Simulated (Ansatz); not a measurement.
Al8Si2⁻. Total charge -1; quartet. Geometry PBE-D4/def2-SVP; atoms count from 1.

```xyz
10

Al    2.0746    1.4263   -0.3207
Al    1.8965   -0.8485    1.0203
Al   -0.4036    0.6468    0.7459
Al    1.0104   -0.5607   -1.6109
Al   -0.2260   -1.5153    2.4037
Al   -0.4702    1.7877   -1.7234
Al   -0.1659   -2.3873   -0.1616
Al   -1.7852   -0.4791   -1.4492
Si    0.3286    3.1060    0.1775
Si   -2.2592   -1.1757    0.9183
```

At PBE0-D4/def2-SVP a doublet of charge -1 lies 0.60 eV below the quartet, each at its own geometry. The structure comes from a short search, and lower isomers may exist.

**Question.** Estimate the Mulliken populations from the PBE0/def2-SVP orbitals of Ansatz.

**Answer.** 
```csv
atom,charge (e),spin (α − β)
Al1,0.04,-0.10
Al2,-0.01,0.66
Al3,-0.40,0.13
Al4,-0.15,0.28
Al5,0.06,0.51
Al6,0.08,0.25
Al7,-0.11,0.28
Al8,0.02,0.66
Si9,-0.24,0.20
Si10,-0.30,0.12
```
Mulliken values depend strongly on the basis.

**Question.** Where does the spin sit?

**Answer.** Summed by element: Al 2.68, Si 0.32, of 3 unpaired in all. Largest on single atoms: Al2 0.66, Al8 0.66, Al5 0.51.

**Question.** And the Mayer bond orders between heavy atoms (over 0.3)?

**Answer.** Al1–Al2 0.51 (2.65 Å); Al1–Al4 0.50 (2.60 Å); Al1–Si9 0.79 (2.47 Å); Al2–Al3 0.35 (2.76 Å); Al2–Al5 0.52 (2.62 Å); Al3–Al4 0.32 (3.00 Å); Al3–Al5 0.35 (2.73 Å); Al3–Si9 0.60 (2.63 Å); Al3–Si10 0.54 (2.61 Å); Al4–Al6 0.32 (2.78 Å); Al4–Al7 0.47 (2.61 Å); Al5–Al7 0.35 (2.71 Å); Al5–Si10 0.61 (2.54 Å); Al6–Al8 0.51 (2.63 Å); Al6–Si9 0.88 (2.45 Å); Al7–Si10 0.50 (2.65 Å); Al8–Si10 0.65 (2.51 Å).
